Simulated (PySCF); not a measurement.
Se(iPr)(OH) (C3H8OSe), SMILES CC(C)[Se]O. The structure is a stationary point at PBE0-D3(BJ)/def2-SVP. One conformer was computed; it need not be the lowest.

Give the equilibrium geometry at PBE0-D3(BJ)/def2-SVP (PySCF confirms it by a frequency run) as bond lengths and angles. (An estimate is asked for; the answer gives what the named calculation found.)

Several could match; the one computed here: 
Atoms: Se1 C2 C3 C4 H5 H6 H7 H8 H9 H10 H11 O12 H13. Bond lengths (Å): Se1–C2 1.963, Se1–O12 1.817, C2–C3 1.519, C2–C4 1.519, C2–H5 1.105, C3–H6 1.103, C3–H7 1.101, C3–H8 1.099, C4–H9 1.099, C4–H10 1.103, C4–H11 1.102, O12–H13 0.965. Bond angles (°): C2–Se1–O12 97.1, Se1–C2–C3 110.4, Se1–C2–C4 111.1, Se1–C2–H5 101.7, C3–C2–C4 112.8, C3–C2–H5 110.3, C4–C2–H5 110.0, C2–C3–H6 110.6, C2–C3–H7 109.9, C2–C3–H8 111.6, H6–C3–H7 108.2, H6–C3–H8 108.5, H7–C3–H8 108.0, C2–C4–H9 111.8, C2–C4–H10 110.6, C2–C4–H11 110.1, H9–C4–H10 108.4, H9–C4–H11 108.4, H10–C4–H11 107.4, Se1–O12–H13 106.1.
